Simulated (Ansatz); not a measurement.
Reaction R1 → P1, each structure at its B3LYP-D3(BJ)/def2-TZVP stationary point, reached from a drawn start; harmonic modes at that level show minima.
R1, C2H4F2 (SMILES FCCF) (charge 0, multiplicity 1):
```xyz
8

F     -1.35403     0.84892    -0.75129
C     -0.74357    -0.10785     0.05257
C      0.75185    -0.00695    -0.04397
F      1.21050     1.13579     0.60258
H     -1.06857    -1.09459    -0.28966
H     -1.07644     0.05362     1.08004
H      1.21098    -0.87530     0.43726
H      1.06919     0.04635    -1.08753
```
P1, C2H4F2 (SMILES FCCF) (charge 0, multiplicity 1):
```xyz
8

F     -1.369     0.881    -0.721
C     -0.750    -0.083     0.070
C      0.750     0.083    -0.070
F      1.370    -0.880     0.722
H     -1.068    -1.069    -0.274
H     -1.065     0.064     1.104
H      1.066    -0.065    -1.104
H      1.068     1.069     0.274
```

P less R. No zero-point or thermal terms. One arrangement of each flexible species, with no search for the lowest.

Frozen-core correlation throughout.

Programs: Ansatz (Gaussian orbitals). All values are computed, each at the level named.

Total energies in hartree:

```csv
structure,PBE/def2-TZVPP,PBE0/def2-TZVPP,CCSD(T)/cc-pVQZ
R1,-278.114800,-278.125210,-278.017959
P1,-278.112722,-278.123409,-278.016776
```

Q: Work out the reaction energy at each level in kcal/mol (1 hartree = 627.50947 kcal/mol), and say how far PBE/def2-TZVPP lies from CCSD(T)/cc-pVQZ.

A: 
- PBE/def2-TZVPP: (-278.112722) − (-278.114800) = 0.002078 hartree = 1.30 kcal/mol
- PBE0/def2-TZVPP: (-278.123409) − (-278.125210) = 0.001801 hartree = 1.13 kcal/mol
- CCSD(T)/cc-pVQZ: (-278.016776) − (-278.017959) = 0.001183 hartree = 0.74 kcal/mol
PBE/def2-TZVPP less CCSD(T)/cc-pVQZ: 0.56 kcal/mol. CCSD(T)/cc-pVQZ is the level counted from, the highest shown, and no exact or measured value.

Ansatz is a first-principles code.
